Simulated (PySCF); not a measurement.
Molecule: `[NH2+]1[BH-](C[SiH3])[NH2+][BH2-]1`, CH₁₂B₂N₂Si.

Cartesian coordinates in Å; atom numbers follow the order of the lines, from 1:
```xyz
18

Si    2.621   -0.009   -0.022
C     0.958    0.087   -0.921
B    -0.272   -0.624   -0.149
N    -0.640    0.129    1.198
B    -2.074    0.438    0.590
N    -1.682   -0.246   -0.790
H     2.519    0.592    1.320
H     3.066   -1.396    0.133
H     3.649    0.738   -0.761
H     0.728    1.142   -1.105
H     1.087   -0.363   -1.908
H    -0.169   -1.797    0.008
H    -0.635   -0.442    2.033
H    -0.073    0.948    1.378
H    -2.931   -0.162    1.151
H    -2.276    1.603    0.473
H    -1.626    0.395   -1.572
H    -2.260   -1.028   -1.067
```

Frames of a GFN2-xTB Langevin trajectory at 300 K; GIAO PBE0/pcSseg-1 shieldings in PySCF 2.14, gas phase, non-relativistic; equivalent atoms averaged within each frame.

δ = σ(ref) − σ, references computed at the same level: TMS for 29Si (σ = 349.16 ppm) and 13C (σ = 186.93 ppm) and 1H (σ = 31.72 ppm); BF3·OEt2 for 11B (σ = 100.07 ppm); NH3 for 15N (σ = 267.73 ppm). The references are static minima.

Problem. How do the shifts (ppm) fluctuate along the trajectory?

Solution. 
```tsv
time (fs)	Si1	C2	B3	B5	N4/N6	H7/H8/H9	H12	H16	H15	H13/H18
250	-79.9	3.4	-9.1	-14.0	35.4	3.69	3.58	3.51	3.40	2.27
425	-85.7	1.1	-6.7	-19.8	37.6	3.56	4.10	3.23	3.69	1.92
625	-77.2	3.8	-9.5	-15.1	39.4	4.27	3.94	3.49	3.87	2.33
800	-82.2	3.6	-10.8	-20.8	44.4	3.62	2.35	3.22	2.28	2.04
1000	-87.2	-5.8	-6.5	-17.7	48.5	3.61	3.34	3.28	3.85	2.95
mean of frames	-82.4	1.2	-8.5	-17.5	41.1	3.75	3.46	3.35	3.42	2.30
standard deviation	4.1	4.1	1.9	2.9	5.3	0.29	0.69	0.14	0.66	0.40
```

5 frames give an uncertainty of the mean of about the standard deviation over 2.2 at best, since frames this close in time may not be independent; classical motion lacks zero-point vibration, and the reference would need the same averaging.
